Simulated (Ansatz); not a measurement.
CH$_{4}$O, charge +1, doublet, geometry from GFN2-xTB (a state made from the parent by changing its charge; the spin is typed, not shown lowest); BCCD/6-31G* (Ansatz, a program for electronic structure).

Ansatz was given this input:
Ansatz 0.2 input:
```yaml
crystal:
  periodic: [false, false, false]
  atoms:
    - {symbol: C, position_ang: [-0.08203668, 0.60493218, 0.11482401]}
    - {symbol: O, position_ang: [0.06067739, -0.68366516, -0.17494028]}
    - {symbol: H, position_ang: [-1.18198643, 0.86214509, 0.11391237]}
    - {symbol: H, position_ang: [0.62482878, -1.22970011, 0.41246267]}
    - {symbol: H, position_ang: [0.43910736, 0.99198948, 0.99712096]}
    - {symbol: H, position_ang: [0.12485126, 1.21529375, -0.81291782]}
basis:
  gaussian:
    orbitals: 6-31G*
total_charge: 1
magnetization: {spin_polarized: true, initial_magnetization: 1}
correlation: {method: bccd}
```

Q: What does Ansatz print? Leave out banner, timings and long lists.

A: 
```
Functional definition: HF
397 factors; integrals over basis functions are off by at most 1.5e-3 eV
mean field evaluation 1: about -3115.8898 eV, gradient 3.1e1 eV
mean field evaluation 2: about -3115.8903 eV, gradient 3.1e1 eV
mean field evaluation 4: about -3119.9544 eV, gradient 3.1e0 eV
mean field evaluation 8: about -3120.4203 eV, gradient 3.5e-1 eV
mean field evaluation 16: about -3118.3667 eV, gradient 2.2e1 eV
mean field evaluation 32: about -3118.3058 eV, gradient 2.2e-1 eV
mean field evaluation 64: about -3113.9398 eV, gradient 1.6e1 eV
mean field -3120.42345683 eV, -114.6734469397 hartree, gradient 1.2e-6 eV, S^2 0.767023; 1 other end points of the search recorded, 0 dependent functions left out
determinant -3120.42345683 eV, -114.6734469397 hartree, with singles and doubles -3128.90299038 eV, -114.9850640498 hartree
determinant -3118.30606827 eV, -114.5956343453 hartree, with singles and doubles -3126.68047982 eV, -114.9033882933 hartree
2 core orbitals not correlated
reference -3120.42345683 eV, -114.6734469397 hartree; 7, 6 occupied and 29, 30 virtual orbitals, 397 factors
second order -7.58469194 eV of doubles, -0.00000000 eV of singles
cycle   1  -8.45439640 eV  change    2.5e-2 eV  update   1.7e-2
cycle   2  -8.46421972 eV  change   -9.8e-3 eV  update   5.6e-3
cycle   3  -8.46158448 eV  change    2.6e-3 eV  update   2.8e-3
cycle   4  -8.45941524 eV  change    2.2e-3 eV  update   1.8e-3
cycle   5  -8.46017451 eV  change   -7.6e-4 eV  update   8.6e-4
cycle   6  -8.46006672 eV  change    1.1e-4 eV  update   2.4e-4
cycle   7  -8.46009884 eV  change   -3.2e-5 eV  update   5.5e-5
cycle   8  -8.46012189 eV  change   -2.3e-5 eV  update   1.8e-5
cycle   9  -8.46012626 eV  change   -4.4e-6 eV  update   6.0e-6
Total energy: -3128.88358309 eV, -114.9843508451 hartree
```
